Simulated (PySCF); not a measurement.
C6H7PS.
Numbering: `[CH2:1]=[CH:2][c:3]1[s:4][cH:5][p:6][c:7]1[CH3:8]`

Structure used (GFN2-xTB), in Å, numbered top down from 1:
```xyz
15
C6H7PS angstrom
C     -2.116   -1.593   -0.104
C     -1.407   -0.469   -0.084
C      0.034   -0.399   -0.043
S      0.955   -1.872   -0.122
C      2.481   -1.108   -0.034
P      2.539    0.590    0.084
C      0.772    0.753    0.052
C      0.152    2.117    0.135
H     -1.644   -2.562   -0.085
H     -3.191   -1.580   -0.137
H     -1.914    0.487   -0.097
H      3.342   -1.753   -0.059
H     -0.438    2.332   -0.756
H      0.932    2.871    0.222
H     -0.501    2.195    1.005
```

NICS is the negative of the GIAO shielding at a point without a nucleus: at the ring centre (0) and 1 Å above and below it (1); zz is the component along the ring normal. Level: GIAO PBE0/pcSseg-1 (PySCF, non-relativistic, gas phase) on the GFN2-xTB geometry, one conformer.

Ring bond lengths (Å), with Mayer bond orders in brackets: C3–S4 1.738 (1.14), S4–C5 1.709 (1.18), C5–P6 1.703 (1.45), P6–C7 1.775 (1.15), C7–C3 1.372 (1.51).

**Question.** Give the NICS values of each ring in ppm.

**Answer.** 
| ring | type | NICS(0) | NICS(1), two faces | NICS(1)zz, two faces | rms pucker (Å) | centre to ring atoms, mean (Å) |
| --- | --- | --- | --- | --- | --- | --- |
| C3–S4–C5–P6–C7 | 5-membered ring with P and S; formal bonds all aromatic | -9.5 | -10.0 / -10.0 | -21.0 / -21.1 | 0.00 | 1.40 |

**Question.** What can be read from them?

**Answer.** 
- C3–S4–C5–P6–C7: mean NICS(1)zz -21.1 ppm, shielded.

**Question.** And the bond-length index? HOMA = 1 − mean of α(R − Ropt)² over the ring bonds, with Krygowski's 1993 parameters (CC: Ropt 1.388 Å, α 257.7 Å⁻²; CP: Ropt 1.698 Å, α 118.91 Å⁻²; CS: Ropt 1.677 Å, α 94.09 Å⁻²).

**Answer.** 
- C3–S4–C5–P6–C7: HOMA 0.75; the largest term is that of P6–C7, α(R − Ropt)² = 0.70.

**Question.** Give the inner angles of the rings and the Hirshfeld charges of the ring atoms.

**Answer.** 
- C3–S4–C5–P6–C7: C3 115.5° (-0.034 e), S4 95.3° (+0.127 e), C5 118.7° (-0.141 e), P6 93.2° (+0.055 e), C7 117.4° (-0.063 e); sum 540.0° against 540° for a flat convex ring.
